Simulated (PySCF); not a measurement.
# Spinor energies of Bi²⁺ (bismuth, charge +2)

Start: [Xe] 4f14 5d10 6s2 6p1; 6p1/2 filled at m_j = +1/2. Calculated with PySCF 2.14 in x2c-SVPall-2c (7s11p7d2f, 89 functions): generalised Hartree-Fock with the X2C-1e Hamiltonian and a Gaussian nucleus; one run each with spin-orbit coupling (SO) switched off, then screened by Boettger's factors.

| spinor shell | electrons | ε, spin-free (eV) | ε, screened SO (eV) | weight of nominal j (screened SO) | rms radius, screened SO (bohr) |
| --- | --- | --- | --- | --- | --- |
| 1s1/2 | 2 | -91062.0 | -91019.4 | 1.000 | 0.0178 |
| 2s1/2 | 2 | -16536.1 | -16522.0 | 1.000 | 0.0718 |
| 2p1/2 | 2 | -14170.7 | -15851.8 | 1.000 | 0.0606 |
| 2p3/2 | 4 | -14170.7 | -13526.4 | 1.000 | 0.0691 |
| 3s1/2 | 2 | -4078.8 | -4073.6 | 1.000 | 0.183 |
| 3p1/2 | 2 | -3392.9 | -3771.5 | 1.000 | 0.175 |
| 3p3/2 | 4 | -3392.9 | -3243.5 | 1.000 | 0.192 |
| 3d3/2 | 4 | -2689.3 | -2752.7 | 1.000 | 0.168 |
| 3d5/2 | 6 | -2689.3 | -2641.9 | 1.000 | 0.172 |
| 4s1/2 | 2 | -989.78 | -987.66 | 1.000 | 0.401 |
| 4p1/2 | 2 | -761.25 | -854.93 | 1.000 | 0.404 |
| 4d3/2 | 4 | -493.29 | -506.55 | 1.000 | 0.450 |
| 4d5/2 | 6 | -493.29 | -482.01 | 1.000 | 0.455 |
| 4f5/2 | 6 | -197.02 | -198.71 | 1.000 | 0.479 |
| 5s1/2 | 2 | -199.46 | -198.58 | 1.000 | 0.891 |
| 4f7/2 | 8 | -197.02 | -193.34 | 1.000 | 0.481 |
| 5p1/2 | 2 | -132.74 | -150.41 | 1.000 | 0.951 |
| 5p3/2 | 4 | -132.74 | -125.00 | 1.000 | 1.04 |
| 5d3/2 | 4 | -53.426 | -54.660 | 1.000 | 1.30 |
| 5d5/2 | 6 | -53.426 | -51.489 | 1.000 | 1.32 |
| 6s1/2 | 2 | -34.185 | -33.903 | 0.998 | 2.25 |
| 6p1/2 | 1 | -23.247 | -25.245 | 1.000 | 2.66 |

Problem. Where does 4p3/2 lie, and what is the 4p spin-orbit splitting (screened SO)?

Solution. At -723.23 eV, 131.71 eV above 4p1/2.

| quantity | spin-free | screened SO |
| --- | --- | --- |
| E (hartree) | -21511.77780 | -21552.79370 |
| M_J | 1/2 | 1/2 |
| ⟨J²⟩ | 1.188 | 0.757 |
| ⟨L²⟩ | 2.022 | 2.208 |
| ⟨S²⟩ | 0.757 | 0.945 |

Each row is a mean over spinors that exchange with the open shell spreads, by up to 0.736 eV (6s1/2).

Breit and QED terms are absent; they matter most for the inner s and p1/2 levels.

Densities and radii are taken from the X2C orbitals without a picture-change correction, which distorts them close to the nucleus.

Without spin-orbit coupling the j labels of p, d and f shells carry no meaning; the spin-free column gives the mean over the occupied spinors of each nl shell, and its ⟨J²⟩ belongs to a mixture of degenerate components.
